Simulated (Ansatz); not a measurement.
Consider the hydrogenolysis of the Sn–C bond: `C[CH2][Sn]([F])([F])[F]` + H₂ → `[F][SnH]([F])[F]` + ethane.

Gas-phase electronic energies from Ansatz, PBE0-D4/def2-TZVP geometries. CCSD(T)/CBS is the MP2 limit (def2-TZVPP, def2-QZVPP) plus CCSD(T) − MP2 in def2-TZVPP, frozen cores. This one scheme is used for every species. Elements past krypton have def2 core potentials. For Sn outer-core shells are correlated without core-valence functions, which leaves a few kJ/mol of doubt a bond. Each species was taken in one conformer, which may not be the lowest.

```
        level  ΔE (kJ/mol)
HF/def2-QZVPP        -49.5
MP2/CBS(def2)         -4.2
```

Problem. What does CCSD(T)/CBS give? (An estimate is asked.)

Solution. Computed: -12.4 kJ/mol. The listed levels differ from it by -37.1, 8.2 kJ/mol.

Largest T1 diagnostic among the species: 0.015.

The D4 term adds +11.1 kJ/mol with B3LYP and +6.2 kJ/mol with PBE0; it sums over pairs of atoms, weighted by their polarisabilities, and B3LYP, whose exchange is more repulsive, gets the larger term. Leaving LDA and LC-ωPBE aside and taking each functional with its dispersion term where it has one, the values, not all of them listed here, spread over 23.4 kJ/mol, from B97M-V to revPBE-D4. From BLYP to BHLYP (50 % exact exchange), in def2-TZVPP and without D4, ΔE moves by −10.7 kJ/mol.

CCSD(T)/CBS has its own doubt, a few kJ/mol and more with outer-core shells, so smaller differences from it don't rank the levels.

B3LYP here is the variant with VWN-RPA as its local correlation; programs differ in this.
